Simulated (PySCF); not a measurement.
**How methods differ on the ionisation energy of Eu+**

Eu+ [Xe] 4f7 6s1 [4f5/2^6 4f7/2^1 6s1/2^1, M_J = 4] → Eu(2+) [Xe] 4f7 [4f5/2^6 4f7/2^1, M_J = 7/2], as a difference of total energies. Calculation: PySCF 2.14, in x2c-SVPall-2c (7s10p9d3f1g, 112 functions); the two-component X2C-1e Hamiltonian. Correlated levels: [Ar] 3d10 frozen; the 16 highest virtual spinors dropped. "Screened" scales the spin-orbit matrix elements by Boettger's factors to mimic the two-electron term; Breit and QED terms are absent.

```json
{"method": "GHF (screened spin-orbit)", "ionisation energy (eV)": "10.417"}
{"method": "GMP2 (screened spin-orbit)", "ionisation energy (eV)": "11.101"}
```

Task: How much does correlation contribute at GMP2 (screened spin-orbit)?

Result: 11.101 − (10.417) = 0.684 eV, measured against GHF (screened spin-orbit).

Errors of the correlated levels include the incompleteness of this basis and the frozen core.

The labels give the starting determinants; with spin-orbit coupling the two ends relaxed to ⟨J²⟩ = 20.01, ⟨L²⟩ = 0.10, ⟨S²⟩ = 19.94 and ⟨J²⟩ = 15.76, ⟨L²⟩ = 0.10, ⟨S²⟩ = 15.70.

For comparison: 11.24 ± 0.006 eV (semi-empirical (NIST evaluation); NIST Atomic Spectra Database, ionization energies).
